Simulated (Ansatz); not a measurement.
**Which is lower?**

The two ends of one reaction step of BSiH5Cl2O, closed shell (PBE0-D4/def2-TZVP).

A:

```
10
angstrom
B -0.5554 0.3428 0.0512
O 0.6472 1.4843 -0.1071
Cl -1.6246 0.7257 -1.3852
Cl -1.2938 0.7996 1.6635
H 0.5852 2.0499 0.6801
Si 0.2947 -1.4939 0.0040
H 0.4110 2.0172 -0.8841
H 1.2776 -1.6632 1.1125
H -0.7554 -2.5378 0.1471
H 1.0134 -1.7248 -1.2819
```

B:

B1  (-1.048, 1.547, -0.322)
O2  (-0.112, 2.497, -0.457)
Cl3  (-1.451, 0.562, -1.707)
Cl4  (-1.876, 1.282, 1.209)
H5  (1.155, -0.336, 0.416)
Si6  (0.884, -1.778, 0.182)
H7  (0.052, 2.989, 0.353)
H8  (1.815, -2.584, 1.013)
H9  (-0.516, -2.086, 0.565)
H10  (1.098, -2.093, -1.252)
(Å)

Ansatz 0.2.0; basis: def2-TZVPP; cores frozen in the correlated methods. B3LYP uses VWN-RPA correlation.

Task: Which structure is lower at CCSD(T), and by how much? (An estimate is asked for; the value comes from the calculation.)

Result: The calculation gives: B, by 117.4 kJ/mol (electronic energy, against the other). By their contacts, A is BSiH₅Cl₂O ([OH2][B]([SiH3])([Cl])[Cl]) and B is a complex of BHCl₂O ([OH][B]([Cl])[Cl]) + SiH₄.

All methods give the same order:

```
      method  E(B) − E(A) (kJ/mol)
       SPW92                 -76.5
      PBE-D4                -100.7
     BLYP-D4                -123.0
   r2SCAN-D4                -113.1
      B97M-V                -122.8
     PBE0-D4                -102.1
    B3LYP-D4                -122.8
  r2SCAN0-D4                -111.7
    BHLYP-D4                -125.8
CAM-B3LYP-D4                -122.4
     wB97X-V                -113.1
     wB97M-V                -115.1
      B2PLYP                -125.9
    PBE-QIDH                -107.2
  RPA on PBE                -122.7
          HF                -160.4
         MP2                -115.2
        CCSD                -122.9
     CCSD(T)                -117.4
```

The T1 diagnostic stays at or below 0.012.

Labels in which every atom is bracketed show which atoms are joined, not bond orders.

For scale, one of the runs: CCSD(T)/def2-TZVPP, 258 basis functions, launched by `ansatz run in.yaml --threads 8 --pin off --events-out ev --progress --plain --max-ram 19148MiB`. Time: 26 s of wall clock on 8 CPU threads of an AMD EPYC 9R45; the host was shared. Peak host memory: 5.6 GiB.
